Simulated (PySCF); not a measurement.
## Unknown compound

An unknown has the formula C3H12OSi3. Its calculated NMR data are:

¹H NMR (300 MHz, computed): δ 5.97 (m, 1H), 5.69 (m, 1H), 5.62 (m, 1H), 5.36 (t, 2H), 4.43 (d, 2H), 3.62 (t, 3H), 3.37 (m, 2H).

¹³C{¹H} NMR (computed): δ 142.2 (CH), 118.8 (CH2), 71.0 (CH2).

Theory: geometry from GFN2-xTB, GIAO PBE0/pcSseg-1 shieldings, in PySCF 2.14.0 with density-fitted response routines (fast rotation and ring inversion assumed for equivalent nuclei, no solvent, non-relativistic Hamiltonian, single conformer).

Scale: ¹H and ¹³C vs TMS (reference shieldings calculated alike).

Propose a structure and justify it.

Answers


- Rings plus π bonds: 1 (no ring in the answer).
- 3 carbon signals for 3 carbons: no two carbons are equivalent.
- Carbon types of the structure: 1 × CH, 2 × CH2, leaving 7 H on heteroatoms.
- δC 142.2: alkene CH; the olefinic region.
- δC 118.8: terminal =CH2 carbon; an sp2 carbon of a C=C bond.
- δC 71.0: allylic sp3 CH2 bonded to O; the inductive effect lowers its shielding.
- δH 5.97: hydrogen on an alkene CH; olefinic region.
- δH 5.69, 5.62: hydrogen on a terminal =CH2 carbon; attached to an sp2 carbon and in the plane of the double bond.
- δH 4.43: hydrogen on an allylic sp3 CH2 bonded to O; its carbon carries O, an electronegative neighbour.
- δH 3.62: hydrogen on a silicon bonded to Si.

The compound is `C=CCO[SiH2][SiH2][SiH3]`.

The data come from this structure; uniqueness wasn't tested.

Shifts are as computed. Against solution values, carbons near 30 ppm lie about +3 ppm off and those near 130 ppm about +5 ppm. Of 1309 compounds with measured shifts, 239 miss one by over three times the rms of a fit or turn the order of signals round; such compounds aren't used in these exercises. Multiplicities follow the n + 1 count of equivalent neighbours, as no J values were calculated; m marks all less simple cases, F and P coupling included.
